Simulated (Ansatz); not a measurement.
Cost and result for the atomization energy of C3H6AlClO (`ClC1C[CH2][AlH][O]1`) (12 atoms, 12 bonds).

```xyz
12

Cl   -1.614    1.538    1.796
C    -0.755    0.162    1.005
C     0.546    0.679    0.375
C     1.057   -0.312   -0.687
Al   -0.680   -0.947   -1.312
O    -1.575   -0.438    0.071
H    -0.558   -0.527    1.832
H     1.273    0.884    1.165
H     0.315    1.636   -0.101
H     1.725    0.168   -1.403
H     1.621   -1.132   -0.228
H    -1.354   -1.711   -2.512
```

Total charge 0; spin multiplicity 1. Geometry: relaxed with PBE0-D4/def2-TZVP. Program: Ansatz. All runs use 4 threads of an Intel Xeon 6975P-C on a shared host. Times are those of one run each, without the atoms' runs, and a repeat can differ threefold. Electronic energies, without spin–orbit coupling; frozen cores. CCSD(T)/CBS adds CCSD(T) − MP2 in def2-TZVPP to the MP2 limit, and its time is that of the two runs behind it. T1 = 0.012. B3LYP takes the VWN-RPA correlation (the form of Gaussian; ORCA's B3LYP/G).

CCSD(T)/CBS is a level of theory with its own doubt, some kJ/mol a heavy atom from the limit and from the frozen cores, so smaller differences don't rank the functionals.

```csv
level,functions,wall time,atomization (kJ/mol),difference from CCSD(T)/CBS,per bond
LDA (SPW92)/def2-TZVPP,292,1.1 s,5286.4,698.1,58.2
PBE0-D4/def2-TZVPP,292,2.5 s,4611.7,23.4,1.9
BHLYP-D4/def2-TZVPP,292,2.5 s,4433.7,-154.6,-12.9
CAM-B3LYP-D4/def2-TZVPP,292,3 s,4593.8,5.5,0.5
CCSD(T)/def2-SVP,122,3 s,4355.8,-232.5,-19.4
r2SCAN-D4/def2-TZVPP (with forces),292,3.1 s,4612.9,24.6,2.0
B3LYP-D4/def2-TZVPP (with forces),292,3.9 s,4564.4,-23.9,-2.0
PBE-QIDH/def2-TZVPP,292,4.4 s,4581.4,-6.9,-0.6
B2PLYP/def2-TZVPP,292,4.5 s,4526.3,-62.0,-5.2
B97M-V/def2-TZVPP,292,5.5 s,4611.5,23.2,1.9
MP2/def2-QZVPP,548,19 s,4645.5,57.2,4.8
CCSD(T)/def2-TZVPP,292,2.8 min,4468.6,-119.7,-10.0
CCSD(T)/CBS(def2),–,3.1 min,4588.3,0.0,0.0
```

In def2-TZVPP, CCSD(T) changes the Hartree–Fock value by +1135.7 kJ/mol (the triples alone add +76.7 kJ/mol) and MP2 by +1241.7 kJ/mol; breaking electron pairs costs correlation energy, which Hartree–Fock lacks. The D4 term adds +48.4 kJ/mol with B3LYP and +25.3 kJ/mol with PBE0; it sums over pairs of atoms, weighted by their polarisabilities, and B3LYP, whose exchange is more repulsive, gets the larger term. At CCSD(T), def2-SVP lies −232.5 kJ/mol from the extrapolated value and def2-TZVPP −119.7 kJ/mol: correlation converges slowly with the basis, and small sets miss more of it in the bonded molecule than in its fragments.
